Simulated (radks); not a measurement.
Question: Neutral vanadium, 23 electrons, occupied as [Ar] 3d3.5 4s1.5 (fractional occupations, a model configuration). Calculated with a radial shooting solver on a logarithmic mesh with Libxc functionals: Dirac Kohn-Sham, PBE, spin-unpolarised, spherical densities, finite nucleus; open shells are shared between the two j in proportion to 2j + 1; Fermi nuclear charge, rms radius 3.6002 fm. Some entries of the table are withheld. Estimate them.

orbital  occ.  eigenvalue (eV)  <r> (bohr)
1s1/2       2        -5361.667     0.06644
2s1/2       2              (1)         (2)
2p1/2       2        -505.4460         (3)
2p3/2       4        -498.3444         (4)
3s1/2       2         -68.1696      0.9515
3p1/2       2         -42.6154         (5)
3p3/2       4         -41.7929         (6)
4s1/2     1.5          -4.2405       3.469
3d3/2     1.4              (7)         (8)
3d5/2     2.1              (9)        (10)

Answer: 
(1) 2s1/2 eigenvalue (eV): -600.1483
(2) 2s1/2 <r> (bohr): 0.3080
(3) 2p1/2 <r> (bohr): 0.2721
(4) 2p3/2 <r> (bohr): 0.2749
(5) 3p1/2 <r> (bohr): 1.017
(6) 3p3/2 <r> (bohr): 1.025
(7) 3d3/2 eigenvalue (eV): -3.6425
(8) 3d3/2 <r> (bohr): 1.555
(9) 3d5/2 eigenvalue (eV): -3.5822
(10) 3d5/2 <r> (bohr): 1.563
